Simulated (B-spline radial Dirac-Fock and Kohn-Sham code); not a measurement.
**Auger decay of the 2p1/2 hole in Ce⁴⁺**

System: the Ce⁴⁺ ion, [Kr] 4d10 5s2 5p6, inside a Watson sphere of charge -4 and radius 2.4 Å (a model of the Madelung potential; inside it an electron's potential energy is raised by 24.0 eV).

Input file task.json (cfg lists n, l and occupation; rrms is the nuclear radius in fm):

```json
{"items": [{
  "Z": 58,
  "q": 4,
  "cfg": [[1, 0, 2], [2, 0, 2], [2, 1, 6], [3, 0, 2], [3, 1, 6], [3, 2, 10], [4, 0, 2], [4, 1, 6], [4, 2, 10], [5, 0, 2], [5, 1, 6]],
  "A": 140,
  "rrms": 4.8771,
  "watson": [-4, 2.4],
  "do": ["binding", "quiet", "decay"],
  "holes": ["K", "L1", "L2", "L3", "M1", "M2", "M3", "M4", "M5", "N1", "N2", "N3", "N4", "N5"]
}]}
```

Run with: `python xray_run.py task.json out`

Calculated with a radial atomic solver, using one-electron (LDA, Dirac) transition rates at Dirac-Fock energies. Kinetic energies are configuration averages from the vacuum level; the two-hole energies are estimated from single-hole states.

```
transition  kinetic energy (eV)  width (meV)  share (%)
   L2-L3N1                73.86         34.3        1.1
   L2-L3N2                137.3          164        5.3
   L2-L3N3                158.1         54.3        1.8
   L2-L3N4                265.9          243        7.9
   L2-L3N5                269.9         80.5        2.6
   L2-L3O2                380.2         28.7        0.9
   L2-M1M2               3361.4         79.1        2.6
   L2-M2M2               3515.6         76.2        2.5
   L2-M2M3               3609.6          242        7.9
   L2-M2M4               3896.3          129        4.2
   L2-M2M5               3908.7          223        7.2
   L2-M3M4               3980.4          171        5.5
   L2-M4M4               4261.5          146        4.7
   L2-M4M5               4279.0          631       20.5
   L2-M5M5               4298.6         28.1        0.9
   L2-M2N2               4587.1         28.2        0.9
   L2-M2N3               4605.9         51.6        1.7
   L2-M3N2               4674.2         36.9        1.2
   L2-M2N5               4717.3         41.3        1.3
   L2-M5N2               4977.5         30.1        1.0
   L2-M4N3               4979.3         34.6        1.1
   L2-M4N4               5087.9         45.9        1.5
   L2-M4N5               5090.6          108        3.5
   L2-M5N4               5105.4         82.9        2.7
```

The listed channels hold 90 % of the non-radiative rate. Summed by principal shells, of 3.09 eV in all: LMM 57.6 %, LMN 19.0 %, LLN 18.7 %, LNN 1.6 %, LLO 1.5 %, LMO 1.4 %.
